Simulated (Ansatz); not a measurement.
Geometry optimisation, Ansatz, RKS PBE0-D4/def2-mTZVP.

Input file:

```yaml
crystal:
  periodic: [false, false, false]
  atoms:
    - { symbol: B, position_ang: [-0.14054, 1.12257, -0.11411] }
    - { symbol: C, position_ang: [0.17572, -0.37815, 0.26855] }
    - { symbol: "N", position_ang: [-0.27128, -1.24688, -0.63005] }
    - { symbol: O, position_ang: [0.79872, -0.68869, 1.33349] }
    - { symbol: H, position_ang: [-0.71511, 1.38376, -1.10793] }
    - { symbol: H, position_ang: [0.19393, 2.01539, 0.58321] }
    - { symbol: H, position_ang: [-0.04143, -2.20798, -0.33316] }
total_charge: -1
basis:
  gaussian: { orbitals: def2-mTZVP }
hamiltonian:
  xc: pbe0
  dispersion: d4
relax:
  f_tol: 0.02
  max_steps: 40
scf:
  lower_state_search: "off"
```

Command:

```bash
$ ansatz run input.yaml --threads 1 --pin off --max-ram 2048MiB --backend cpu --events-out ev --progress --plain --runs-dir out
```

Where does it end, and by what steps?

The run converged. The force dipped under the threshold on the way, but the program's further checks kept it going. Limits of this set-up: an anion without diffuse functions, the dipole of an ion depends on the origin. After 26 steps the energy has fallen by 1.109 eV; H5 moved furthest, 1.15 Å. Joined: B1–O4.

```json
{"step": "0", "energy less start (eV)": "0.0000", "largest force component (eV/Å)": "0.887", "accepted": "yes"}
{"step": "1", "energy less start (eV)": "-0.0428", "largest force component (eV/Å)": "0.361", "accepted": "yes"}
{"step": "2", "energy less start (eV)": "-0.0492", "largest force component (eV/Å)": "0.072", "accepted": "yes"}
{"step": "3", "energy less start (eV)": "-0.0492", "largest force component (eV/Å)": "0.076", "accepted": "yes"}
{"step": "4", "energy less start (eV)": "-0.0488", "largest force component (eV/Å)": "0.112", "accepted": "no"}
{"step": "5", "energy less start (eV)": "-0.0499", "largest force component (eV/Å)": "0.009", "accepted": "yes"}
{"step": "6", "energy less start (eV)": "-0.0499", "largest force component (eV/Å)": "0.005", "accepted": "yes"}
{"step": "7", "energy less start (eV)": "-0.0499", "largest force component (eV/Å)": "0.010", "accepted": "yes"}
{"step": "8", "energy less start (eV)": "-0.0553", "largest force component (eV/Å)": "0.540", "accepted": "yes"}
{"step": "9", "energy less start (eV)": "-0.0584", "largest force component (eV/Å)": "0.596", "accepted": "yes"}
{"step": "10", "energy less start (eV)": "-0.0943", "largest force component (eV/Å)": "1.268", "accepted": "yes"}
{"step": "11", "energy less start (eV)": "-0.1781", "largest force component (eV/Å)": "0.770", "accepted": "yes"}
{"step": "12", "energy less start (eV)": "-0.2319", "largest force component (eV/Å)": "0.689", "accepted": "yes"}
{"step": "13", "energy less start (eV)": "-0.2293", "largest force component (eV/Å)": "1.042", "accepted": "no"}
{"step": "14", "energy less start (eV)": "-0.2813", "largest force component (eV/Å)": "0.317", "accepted": "yes"}
{"step": "15", "energy less start (eV)": "-0.3112", "largest force component (eV/Å)": "0.467", "accepted": "yes"}
{"step": "16", "energy less start (eV)": "-0.3379", "largest force component (eV/Å)": "0.902", "accepted": "yes"}
{"step": "17", "energy less start (eV)": "-0.3685", "largest force component (eV/Å)": "0.956", "accepted": "yes"}
{"step": "18", "energy less start (eV)": "-0.5320", "largest force component (eV/Å)": "1.564", "accepted": "yes"}
{"step": "19", "energy less start (eV)": "-0.7929", "largest force component (eV/Å)": "1.701", "accepted": "yes"}
{"step": "20", "energy less start (eV)": "-1.0598", "largest force component (eV/Å)": "1.533", "accepted": "yes"}
{"step": "21", "energy less start (eV)": "-1.0346", "largest force component (eV/Å)": "1.360", "accepted": "no"}
{"step": "22", "energy less start (eV)": "-1.1061", "largest force component (eV/Å)": "0.358", "accepted": "yes"}
{"step": "23", "energy less start (eV)": "-1.1089", "largest force component (eV/Å)": "0.051", "accepted": "yes"}
{"step": "24", "energy less start (eV)": "-1.1089", "largest force component (eV/Å)": "0.049", "accepted": "yes"}
{"step": "25", "energy less start (eV)": "-1.1090", "largest force component (eV/Å)": "0.046", "accepted": "yes"}
{"step": "26", "energy less start (eV)": "-1.1091", "largest force component (eV/Å)": "0.005", "accepted": "yes"}
```

```xyz
7
Properties=species:S:1:pos:R:3
B 0.015 1.060 -0.036
C -0.187 -0.456 -0.073
N -0.685 -1.619 -0.269
O 0.970 -0.080 0.477
H 0.401 1.663 -1.022
H -0.508 1.738 0.831
H -0.006 -2.307 0.091
```

Time of the run: 3 min on 1 CPU thread of a shared host.
